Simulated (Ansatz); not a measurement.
Reactions of C$_{2}$H$_{8}$SSn (`C[S][SnH2][CH3]`).

Program: Ansatz. Geometries: PBE0-D4/def2-TZVP. ΔE: electronic, gas phase. CBS: MP2 limit from def2 TZ/QZ plus the TZ coupled-cluster correction, frozen cores. This one scheme is used for every species. DFT in def2-TZVPP. Elements past krypton have def2 core potentials. For Se, Sn outer-core shells are correlated without core-valence functions, which leaves a few kJ/mol of doubt a bond. Scalar relativity is left out up to krypton. Each species was taken in one conformer, which may not be the lowest.

| reaction | CCSD(T)/CBS(def2) (kJ/mol) |
| --- | --- |
| `C[S][SnH2][CH3]` + `N=CO` → `[CH3][SnH2][O]C=N` + CH₃SH | 39 |
| `C[S][SnH2][CH3]` + `CNC[SiH2]Cl` → `[CH3][SnH2][SiH2]Cl` + `CNCSC` | 60 |
| `C[S][SnH2][CH3]` + `N=C=O` → `[CH3][SnH2][N]=C=O` + CH₃SH | 4 |
| `C[S][SnH2][CH3]` + H₂Se → `[CH3][SnH2][SeH]` + CH₃SH | -23 |
| `C[S][SnH2][CH3]` + `N#[C][Al]([Cl])[Cl]` → `[CH3][SnH2][C]#N` + `C[S][Al]([Cl])[Cl]` | -24 |
| `C[S][SnH2][CH3]` + `OB(O)Cl` → `COB(O)Cl` + `C[S][SnH3]` | ? |
| `C[S][SnH2][CH3]` + `[CH3][AlH][SH]` → `C[CH2][AlH][SH]` + `C[S][SnH3]` | ? |

(1) Fill in the missing values. (Estimate.)

Largest T1 diagnostic: 0.018, for `N=C=O`.

Answers

(1) Computed: `C[S][SnH2][CH3]` + `OB(O)Cl` → `COB(O)Cl` + `C[S][SnH3]`: +89.0 kJ/mol; `C[S][SnH2][CH3]` + `[CH3][AlH][SH]` → `C[CH2][AlH][SH]` + `C[S][SnH3]`: +51.6 kJ/mol.
